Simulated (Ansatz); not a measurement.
Input file for Ansatz (an electronic-structure program): R-PBE/def2-TZVPP on Cl3La (SMILES [Cl][La]([Cl])[Cl]). Elements past Kr take the def2 small-core potentials; no spin–orbit coupling.

Ansatz 0.2 input:
```yaml
crystal:
  periodic: [false, false, false]
  atoms:
    - {symbol: La, position_ang: [-0.00084004, -0.00095434, -0.29775384]}
    - {symbol: Cl, position_ang: [2.58859150, -0.00947723, 0.08999680]}
    - {symbol: Cl, position_ang: [-1.28514370, 2.24629266, 0.09750206]}
    - {symbol: Cl, position_ang: [-1.30250776, -2.23586110, 0.11035498]}
basis:
  gaussian:
    orbitals: def2-TZVPP
hamiltonian:
  xc: {name: PBE}
scf: {lower_state_search: off}
```

Task: Predict the final total energy.

Result: -1411.9446 hartree.
